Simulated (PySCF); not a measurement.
# Core-level binding energies of `NB(N)Br`

Compound: BBrH₄N₂.
Structure used (PBE0-D3(BJ)/def2-SVP), in Å, numbered top down from 1:
```xyz
8
BBrH4N2 angstrom
N      1.180   -0.362    0.412
B      0.067    0.339   -0.084
N     -1.216   -0.201   -0.272
Br     0.328    2.222   -0.550
H      2.080    0.079    0.529
H      1.149   -1.333    0.688
H     -1.979    0.351   -0.633
H     -1.452   -1.162   -0.067
```

Method: delta-SCF UKS SCAN, pcX-2 on the ionised atom, pcseg-1 elsewhere, spin-free X2C (PySCF 2.14.0). Each binding energy is the total energy of the core-ionised species, with the hole localised on one atom, minus that of the ground state; both are solved self-consistently, so orbital relaxation is included.

Problem. Give the core binding energies atom by atom.

Solution. 
| atom(s) | bonded to | level | binding energy (eV) | count |
| --- | --- | --- | --- | --- |
| N1/N3 | 2 H and B | N 1s | 405.16 | 2 |
| B2 | 2 N and Br | B 1s | 196.94 | 1 |

Problem. Which effective nuclear charge Zeff reproduces each element's mean 1s value in the hydrogen-like formula E = 13.606 eV × Zeff²?

Solution. B (Z = 5): mean 196.9 eV, Zeff = 3.80, Z − Zeff = 1.20; N (Z = 7): mean 405.2 eV, Zeff = 5.46, Z − Zeff = 1.54. Means run over the listed sites, weighted by atom count.

The first atom of each set that the bonding makes equivalent was ionised and stands for the set. No level of bromine is listed. Isolated species at its PBE0-D3(BJ)/def2-SVP geometry, gas phase.
